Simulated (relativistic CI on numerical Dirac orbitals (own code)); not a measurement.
**Energy levels of Rb2+**

These numbers are calculated, not measured: Dirac-Coulomb-Breit CI, KLI orbitals optimised for each configuration, a model potential for QED, valence Slater integrals scaled by 0.85, P86 correlation energy added to each configuration (own radial code, finite nucleus).

Configuration list (outside the closed core [Ar] 3d10): 4s²4p⁵, 4s4p⁶, 4s²4p⁴4d, 4s²4p⁴4f, 4s²4p⁴5s, 4s4p⁵4d, 4s²4p⁴5p, 4s²4p⁴6s, 4s²4p⁴5d, 4s4p⁵4f, 4s²4p⁴6p, 4s²4p⁴6d, 4s²4p⁴5f, 4s²4p⁴5g. Double excitations out of closed p, d and f shells are left out; levels of such configurations are missing from the list, as are those of other unlisted configurations, and high levels can miss mixing partners.

The lowest level is 4s²4p⁵ ²P°3/2, with 99 % of that term; Hund's rules for 4s²4p⁵ give ²P° with J = 3/2, in agreement.

| No. | Configuration | Term | J | E (cm⁻¹) | % | Lifetime (s) |
| --- | --- | --- | --- | --- | --- | --- |
| 1 | 4s²4p⁵ | ²P° | 3/2 | 0.0 | 99 |  |
| 2 | 4s²4p⁵ | ²P° | 1/2 | 7320.0 | 99 | 1.42e-01 |
| 3 | 4s4p⁶ | ²S | 1/2 | 135060.4 | 64 | 6.63e-09 |
| 4 | 4p⁴(3P)4d | ⁴D | 7/2 | 157714.1 | 94 |  |
| 5 | 4p⁴(3P)4d | ⁴D | 5/2 | 157939.6 | 92 | 1.41e-07 |
| 6 | 4p⁴(3P)4d | ⁴D | 3/2 | 158683.0 | 91 |  |
| 7 | 4p⁴(3P)4d | ⁴D | 1/2 | 159568.4 | 92 |  |
| 8 | 4p⁴(3P)4d | ⁴F | 9/2 | 165758.9 | 94 |  |
| 9 | 4p⁴(3P)4d | ⁴F | 7/2 | 168583.3 | 84 | 8.68e-01 |
| 10 | 4p⁴(1D)4d | ²P | 1/2 | 170298.3 | 77 | 2.20e-08 |
| 11 | 4p⁴(3P)4d | ⁴F | 5/2 | 170800.2 | 95 | 1.57e-08 |
| 12 | 4p⁴(3P)5s | ⁴P | 5/2 | 171426.2 | 70 | 5.64e-08 |
| 13 | 4p⁴(3P)4d | ⁴F | 3/2 | 171617.0 | 39 | 1.88e-08 |
| 14 | 4p⁴(3P)4d | ⁴F | 3/2 | 171839.8 | 57 | 2.78e-08 |
| 15 | 4p⁴(3P)4d | ⁴P | 1/2 | 171864.1 | 76 | 3.55e-09 |
| 16 | 4p⁴(1D)4d | ²D | 3/2 | 174352.4 | 63 | 2.61e-09 |
| 17 | 4p⁴(3P)4d | ²F | 7/2 | 174900.8 | 75 | 1.87e-01 |
| 18 | 4p⁴(1D)4d | ²P | 3/2 | 175793.6 | 39 | 1.22e-09 |
| 19 | 4p⁴(3P)4d | ⁴P | 5/2 | 177190.1 | 62 | 4.20e-09 |
| 20 | 4p⁴(3P)5s | ⁴P | 3/2 | 177437.3 | 42 | 3.41e-10 |
| 21 | 4p⁴(1D)4d | ²D | 5/2 | 178154.0 | 59 | 6.83e-09 |
| 22 | 4p⁴(3P)5s | ⁴P | 1/2 | 180392.5 | 87 | 6.91e-09 |
| 23 | 4p⁴(3P)4d | ²F | 5/2 | 180989.8 | 69 | 1.34e-08 |
| 24 | 4p⁴(3P)5s | ²P | 3/2 | 181582.1 | 45 | 3.45e-10 |
| 25 | 4p⁴(1D)4d | ²G | 9/2 | 181702.5 | 94 | 1.12e-01 |
| 26 | 4p⁴(1D)4d | ²G | 7/2 | 182015.1 | 82 | 1.41e-01 |
| 27 | 4p⁴(3P)5s | ²P | 1/2 | 184418.4 | 95 | 1.57e-10 |
| 28 | 4p⁴(1D)4d | ²F | 5/2 | 190934.1 | 91 | 1.12e-09 |
| 29 | 4p⁴(1D)4d | ²F | 7/2 | 192445.8 | 98 | 5.49e-02 |
| 30 | 4p⁴(1D)5s | ²D | 5/2 | 192802.1 | 86 | 3.11e-10 |
| 31 | 4p⁴(1D)5s | ²D | 3/2 | 192870.7 | 91 | 3.00e-10 |
| 32 | 4p⁴(3P)5p | ⁴P° | 5/2 | 202032.9 | 80 | 1.62e-09 |
| 33 | 4p⁴(3P)5p | ⁴P° | 3/2 | 202380.8 | 71 | 1.72e-09 |
| 34 | 4p⁴(3P)5p | ⁴D° | 7/2 | 204559.9 | 95 | 1.61e-09 |
| 35 | 4p⁴(3P)5p | ⁴P° | 1/2 | 204564.2 | 58 | 1.78e-09 |
| 36 | 4p⁴(3P)5p | ²D° | 5/2 | 205039.8 | 65 | 2.20e-09 |
| 37 | 4p⁴(1S)4d | ²D | 3/2 | 205327.3 | 87 | 1.36e-10 |
| 38 | 4p⁴(1D)4d | ²D | 5/2 | 207300.0 | 88 | 7.40e-11 |
| 39 | 4p⁴(3P)5p | ⁴D° | 3/2 | 208468.0 | 31 | 1.94e-09 |
| 40 | 4p⁴(3P)5p | ²P° | 1/2 | 209114.3 | 42 | 1.94e-09 |
| 41 | 4p⁴(3P)4d | ²P | 3/2 | 209323.0 | 70 | 2.50e-11 |
| 42 | 4p⁴(3P)5p | ⁴D° | 1/2 | 210214.7 | 91 | 1.70e-09 |
| 43 | 4p⁴(3P)5p | ⁴D° | 3/2 | 210475.2 | 56 | 1.87e-09 |
| 44 | 4p⁴(3P)5p | ⁴D° | 5/2 | 210658.9 | 58 | 1.77e-09 |
| 45 | 4p⁴(1S)5s | ²S | 1/2 | 211596.2 | 42 | 3.56e-11 |
| 46 | 4p⁴(1S)4d | ²D | 5/2 | 212102.0 | 87 | 3.66e-11 |
| 47 | 4p⁴(1D)4d | ²P | 1/2 | 212583.4 | 46 | 3.46e-11 |
| 48 | 4p⁴(3P)5p | ⁴S° | 3/2 | 212876.2 | 73 | 1.69e-09 |
| 49 | 4p⁴(3P)5p | ²D° | 3/2 | 213170.9 | 68 | 2.32e-09 |
| 50 | 4p⁴(3P)5p | ²S° | 1/2 | 213780.8 | 67 | 2.38e-09 |
| 51 | 4p⁴(1S)4d | ²D | 3/2 | 218985.0 | 75 | 2.79e-11 |
| 52 | 4p⁴(1D)5p | ²F° | 5/2 | 220741.4 | 92 | 1.91e-09 |
| 53 | 4p⁴(1D)5p | ²F° | 7/2 | 221640.0 | 95 | 1.76e-09 |
| 54 | 4p⁴(1D)5p | ²P° | 3/2 | 223281.0 | 80 | 1.61e-09 |
| 55 | 4p⁴(1D)4d | ²S | 1/2 | 224478.6 | 54 | 2.33e-11 |
| 56 | 4p⁴(1D)5p | ²D° | 3/2 | 225106.8 | 82 | 1.94e-09 |
| 57 | 4p⁴(1D)5p | ²D° | 5/2 | 225195.6 | 96 | 1.88e-09 |
| 58 | 4p⁴(1D)5p | ²P° | 1/2 | 226703.4 | 97 | 1.64e-09 |
| 59 | 4p⁴(1S)5p | ²P° | 1/2 | 243676.0 | 94 | 1.93e-09 |
| 60 | 4p⁴(3P)6s | ⁴P | 5/2 | 244044.6 | 88 | 1.43e-09 |
| 61 | 4p⁴(1S)5p | ²P° | 3/2 | 244226.6 | 93 | 1.79e-09 |
| 62 | 4p⁴(3P)5d | ⁴D | 7/2 | 244379.7 | 73 | 1.18e-09 |
| 63 | 4p⁴(3P)5d | ⁴D | 5/2 | 244559.6 | 66 | 1.20e-09 |
| 64 | 4p⁴(3P)5d | ⁴D | 3/2 | 244915.7 | 54 | 8.85e-10 |
| 65 | 4p⁴(3P)6s | ²P | 3/2 | 245431.1 | 65 | 2.88e-10 |
| 66 | 4p⁴(3P)5d | ⁴F | 9/2 | 245477.6 | 95 | 1.24e-09 |
| 67 | 4p⁴(3P)5d | ⁴P | 1/2 | 245664.0 | 43 | 8.30e-10 |
| 68 | 4p⁴(3P)5d | ²F | 7/2 | 246409.2 | 65 | 1.24e-09 |
| 69 | 4p⁴(3P)5d | ⁴P | 1/2 | 248198.3 | 50 | 2.98e-10 |
| 70 | 4p⁴(3P)5d | ⁴P | 3/2 | 249588.8 | 55 | 2.25e-10 |

Energies count from the lowest computed level; ° marks odd parity; lifetimes are radiative, by E1, M1, E2 decay to levels of this space only; some are left blank where a channel outside the calculation adds to the decay or the decay crosses a small, uncertain gap. Percentages are summed over parent terms; the parents shown are those of the largest component, closed shells are left out there.

The mean weight of the leading LS term, summed over parents, in these 70 levels is 74 %, and that of the leading jj configuration (from the same eigenvectors) 60 %, so LS coupling describes them better.

For a near-neutral ion this model can misplace configurations by up to about 10,000 cm⁻¹ (more where the count of f electrons changes) and terms by 10 to 25 % of their spread. Rates follow the energies as ν³ (E1, M1) or ν⁵ (E2), so they and the lifetimes can be off by large factors. The fine structure of a lone outer electron comes out too small, for d and f at times inverted, and misplaced configurations move strength between like terms. 42 of the 69 excited levels that our extract of the measured tables holds in this range could be paired (the sources list more); they are missed by 3767 cm⁻¹ on average and 5703 at most, and levels without a partner can miss by more.

LS names give the leading component of a level, which can be under half, so a name can repeat, a term be missing and a line seem to break the LS rules.
